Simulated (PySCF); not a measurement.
SbF₃, SMILES [F][Sb]([F])[F]. Atoms are numbered in the order given.

```xyz
4

Sb     0.0000     0.0000     0.3476
F      1.4407    -0.8318    -0.6566
F     -1.4407    -0.8318    -0.6566
F      0.0000     1.6636    -0.6566
```

The structure is a stationary point at PBE-D3(BJ)/def2-SVP. The isomer is the one that the SMILES or the coordinates give; other isomers of the formula were not compared. The def2 effective core potentials stand for the cores of Sb; spin–orbit coupling is left out.

The numbers are results of PBE-D3(BJ)/def2-SVP run with PySCF, not measurements.

Frequencies are harmonic and unscaled.

Modes within 1.5 cm⁻¹ of each other (mostly degenerate sets) share a row, with their intensities summed.

| mode | ν (cm⁻¹) | IR (km/mol) | moving atoms (share of kinetic energy) |
|---|---|---|---|
| 1–2 | 179 | 9.5 | F 94 % |
| 3 | 221 | 20.3 | F 81 %, Sb 19 % |
| 4–5 | 622 | 137.3 | F 85 %, Sb 15 % |
| 6 | 631 | 42.8 | F 87 %, Sb 13 % |
